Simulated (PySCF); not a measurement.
Input for PySCF: R-BP86/LANL2DZ on LaH, 2S+1 = 1, a spin state set in the input, which need not be the lowest, a point of a bond scan (R = 2.000 Å).

```python
from pyscf import gto, scf, dft, mp
from pyscf.data.elements import chemcore

mol = gto.M(
    atom='''
    La    0.00000000    0.00000000    0.00000000
    H     0.00000000    0.00000000    1.99987100
    ''',
    basis='lanl2dz',
    ecp={'La': 'lanl2dz'},
    charge=0, spin=0, verbose=3, max_memory=1800)
mf = dft.RKS(mol, xc='b88,p86')
mf.conv_tol = 1e-8
mf.max_cycle = 100
mf.kernel()
if not mf.converged:
    mf = mf.newton().run(mf.mo_coeff, mf.mo_occ)
```

Problem. Predict the final total energy.

Solution. -31.7776 hartree.
